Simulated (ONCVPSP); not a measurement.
**Varying the ONCV potential for tantalum**

Base potential:

- Element: tantalum (Ta)
- Generator: ONCVPSP 4.0.1
- Type: optimised norm-conserving Vanderbilt (ONCV)
- Functional: Wu-Cohen
- Relativity: scalar-relativistic
- Frozen core: [Xe] 4f14
- Valence charge: 5
- Reference configuration: 5d3 6s1 (charge +1)
- Partial waves: 6s: rc 2.70 bohr, ncon 3, nbas 6, qcut 2.4 1/bohr, 2 projectors, debl 2.5 Ha; p scattering state at 0.19 Ha: rc 2.65 bohr, ncon 4, nbas 7, qcut 3.3 1/bohr, 3 projectors, debl 2.8 Ha; 5d: rc 2.00 bohr, ncon 4, nbas 7, qcut 5 1/bohr, 1 projector
- Local potential: polynomial inside 1.45 bohr (lpopt 5, dvloc0 -1 Ha)
- Core correction: Teter function, fcfact 3, rcfact 1.6

In the p channel the program set the typed energies aside and used 0.050, 2.850, 5.650 Ha.

Cutoffs, loose and tight: the cutoffs (Ha) at which the residual kinetic energy of the hardest occupied pseudo-wave falls to 1 and 0.1 mHa per electron. They do not see the model core or the augmentation charge, which bear on the density cutoff. Test errors are all-electron minus pseudo excitation energies from the reference, over the configurations 5d3 6s2; 5d3 6s0; 5d2 6s0; 5d3 6s0 6p2. A dash means not determined; rows that change the core or the reference have their own tests.

For the base: The cutoffs count occupied waves only; projector 3 of the p channel, the hardest unoccupied one, needs 39 Ha at the loose tolerance.

A true bound ghost makes a file unfit for plane-wave use even where its test errors are small: the radial tests pick states by their node count and pass the ghost by.

```tsv
change	outcome	cutoff, loose	cutoff, tight	bound ghosts	GHOST(+) flags above zero	largest test error (meV)
base	generated, projector energies reset by the program	12 Ha	33 Ha	s	s, p	-536
s: rc 3.48	generated, projector energies reset by the program	12 Ha	33 Ha	s	s, p	-637
d: nbas 8	generated, projector energies reset by the program	12 Ha	33 Ha	s	s, p	-536
core correction Teter function, fcfact 3.2, rcfact 1.6	generated, projector energies reset by the program	12 Ha	33 Ha	s	s, p	-558
core correction Teter function, fcfact 3, rcfact 1.64	generated, projector energies reset by the program	12 Ha	33 Ha	s	s, p	-582
```

Problem. What comes out with this change to the base: s: rc 3.86?

Solution. outcome: generated, projector energies reset by the program; cutoff, loose: 12 Ha; cutoff, tight: 33 Ha; bound ghosts: s; GHOST(+) flags above zero: s, p; largest test error (meV): -713.

Problem. What comes out with this change to the base: s: qcut 3.6; p: qcut 4.9; d: qcut 7.4?

Solution. outcome: failed: ERROR pspot: first pseudo wave function has node, program will stop. Cause: the optimised pseudo-wave of the first projector has a node, so the radial equation cannot be inverted for a potential.

Problem. What comes out with this change to the base: reference 5d4 6s1; p: rc 2, qcut 4.4?

Solution. outcome: failed: optimize: ERROR ps0norm > uunorm, code will stop. Cause: the continuity conditions at rc already need more norm inside rc than the all-electron wave has, so norm conservation cannot be met.
